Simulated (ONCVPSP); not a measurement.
# Before and after: ONCV potential for Sb

```json
{
  "Element": "Sb (Z = 51)",
  "Generator": "ONCVPSP 4.0.1",
  "Type": "optimised norm-conserving Vanderbilt (ONCV)",
  "Functional": "PBEsol",
  "Relativity": "scalar-relativistic",
  "Frozen core": "[Ar] 3d10",
  "Valence charge": "23",
  "Reference configuration": "4s2 4p6 4d10 5s1.5 5p3.5",
  "Partial waves": "4s+5s: rc 1.40 bohr, ncon 3, nbas 6, qcut 7.1 1/bohr, 2 projectors; 4p+5p: rc 1.30 bohr, ncon 4, nbas 7, qcut 9 1/bohr, 2 projectors; 4d: rc 1.30 bohr, ncon 4, nbas 9, qcut 14 1/bohr, local",
  "Local potential": "the d channel",
  "Core correction": "none"
}
```

Change: all radii scaled by about 1.17 (s 1.64, p 1.52, d 1.52 bohr).

Cutoffs: the cutoffs (Ha) at which the residual kinetic energy of the hardest occupied pseudo-wave falls to 1 and 0.1 mHa per electron; they do not see the model core or the augmentation charge, which bear on the density cutoff. Errors are all-electron minus pseudo energies relative to the spin-unpolarised reference configuration.

Problem. What does the change do?

Solution. The potential gets softer (52 Ha and 63 Ha → 47 Ha and 55 Ha); of the 4 tests that both files solve, the error grows in 1 and shrinks in 0 by more than 15 % and 0.3 meV (median size 1.0 → 1.3 meV); neither file shows a bound ghost. A larger radius leaves more room for a smooth pseudo-wave, so fewer plane waves are needed.

| quantity | base | changed |
| --- | --- | --- |
| cutoff, loose | 52 Ha | 47 Ha |
| cutoff, tight | 63 Ha | 55 Ha |
| loose cutoff by channel | s 21 Ha, p 24 Ha, d 52 Ha | s 13 Ha, p 27 Ha, d 47 Ha |
| bound ghosts | none | none |
| GHOST(+) flags under 300 eV | s at 211.0 eV | none |
| error for 4s2 4p6 4d10 5s2 5p3, meV [ΔE -4.04 eV] | 0.0 | -0.1 |
| error for 4s2 4p6 4d10 5s2 5p2, meV [ΔE 4.30 eV] | -1.5 | -1.8 |
| error for 4s2 4p6 4d10 5s2 5p1, meV [ΔE 20.31 eV] | -4.4 | -5.0 |
| error for 4s2 4p6 4d10 5s2 5p2.5, meV [ΔE -0.77 eV] | -0.6 | -0.8 |
